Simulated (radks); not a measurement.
Task: Coherent X-ray form factor from a spherical all-electron density. Calculated with a radial shooting solver on a logarithmic mesh with Libxc functionals: scalar-relativistic Kohn-Sham, PBE, spin-polarised, spherical densities, finite nucleus; Fermi nuclear charge, rms radius of each element as measured or else 0.836 A^(1/3) + 0.57 fm.

| sin(theta)/lambda (1/angstrom) | f0 (electrons) |
|---|---|
| 0.05 | 34.435 |
| 0.1 | 32.906 |
| 0.15 | 30.807 |
| 0.2 | 28.552 |
| 0.25 | 26.416 |
| 0.3 | 24.516 |
| 0.4 | 21.394 |
| 0.5 | 18.836 |
| 0.6 | 16.554 |
| 0.8 | 12.632 |
| 1 | 9.761 |
| 1.25 | 7.574 |
| 1.5 | 6.383 |
| 2 | 5.059 |

The species is in the configuration that NIST lists as its ground one. Which atom or ion scatters so?

Result: The krypton ion Kr+, [Ar] 3d10 4s2 4p5. Extrapolating in s^2 from the first two rows gives f0(0) = 34.9, near the electron count 35; among species with that count, the fall with angle is slower the higher Z, and the table is that of Z = 36; from so few rows the species is fixed only to a neighbour or two.
